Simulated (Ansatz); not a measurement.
Geometry optimisation, Ansatz, RKS revPBE/def2-SVP.

Input:

```yaml
crystal:
  periodic: [false, false, false]
  atoms:
    - { symbol: Ga, position_ang: [0.110947, 0.0, 0.279519] }
    - { symbol: H, position_ang: [0.496485, 0.0, 1.78203] }
    - { symbol: Cl, position_ang: [2.278235, 0.0, -0.139531] }
    - { symbol: Cl, position_ang: [-1.508167, 0.0, -1.126818] }
basis:
  gaussian: { orbitals: def2-SVP }
hamiltonian:
  xc: revpbe
relax:
  f_tol: 0.03
  max_steps: 50
output:
  orbitals: {}
```

Run as:

```bash
$ ansatz run input.yaml --threads 1 --pin off --max-ram 2048MiB --backend cpu --events-out ev --progress --plain --runs-dir out
```

Task: Where does it end, and by what steps?

Result: It converged. After 4 steps the energy has fallen by 0.540 eV; H2 moved furthest, 0.43 Å.

```
step  energy less start (eV)  largest force component (eV/Å)  accepted
   0                  0.0000                           1.087       yes
   1                 -0.3530                           0.924       yes
   2                 -0.5169                           0.578       yes
   3                 -0.5348                           0.451       yes
   4                 -0.5397                           0.015       yes
```

```xyz
4
Properties=species:S:1:pos:R:3
Ga 0.317 0.000 0.382
H 0.091 0.000 1.928
Cl 2.300 0.000 -0.490
Cl -1.331 0.000 -1.024
```

Run time: 10 s on 1 thread of Arm Neoverse V1 (shared host), peak memory 0.12 GiB.
